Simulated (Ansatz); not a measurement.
`C=CB(S)[SiH2]F`. Charge 0, multiplicity 1. The geometry is a stationary point of PBE0-D4/def2-TZVP. It is one conformer, not always the lowest.

```xyz
12

C     1.301    1.691   -0.417
C     0.928    0.588    0.235
B    -0.117   -0.422   -0.290
S    -0.278   -0.874   -2.000
Si   -1.448   -1.256    0.979
F    -0.831   -1.229    2.467
H     0.919    1.927   -1.407
H     1.973    2.422    0.022
H     1.309    0.450    1.247
H     0.737   -0.151   -2.513
H    -2.714   -0.474    1.010
H    -1.779   -2.672    0.667
```

Q: What is the dipole moment at r2SCAN/def2-TZVPP? (An estimate is asked.)

A: The calculation gave: 2.39 D, with components (1.16, 1.36, -1.58) D in this frame, pointing from negative to positive charge.

Q: And with PBE, B3LYP, ωB97M-V? (An estimate is asked.)

A: Computed: PBE 2.36 D, B3LYP 2.39 D, ωB97M-V 2.38 D.

Q: Give the Mulliken charges with r2SCAN, B3LYP, ωB97M-V in def2-TZVPP. (An estimate is asked.)

A: Ansatz gave: 
```
atom  r2SCAN  B3LYP  ωB97M-V
  C1   -0.12  -0.18    -0.19
  C2   -0.14  -0.13    -0.14
  B3    0.06   0.09     0.04
  S4   -0.11  -0.14    -0.12
 Si5    0.50   0.46     0.39
  F6   -0.34  -0.34    -0.33
  H7    0.07   0.09     0.09
  H8    0.09   0.12     0.12
  H9    0.09   0.12     0.12
 H10    0.10   0.10     0.11
 H11   -0.10  -0.09    -0.05
 H12   -0.09  -0.09    -0.05
```

B3LYP here is the variant with VWN-RPA as its local correlation; programs differ in this.
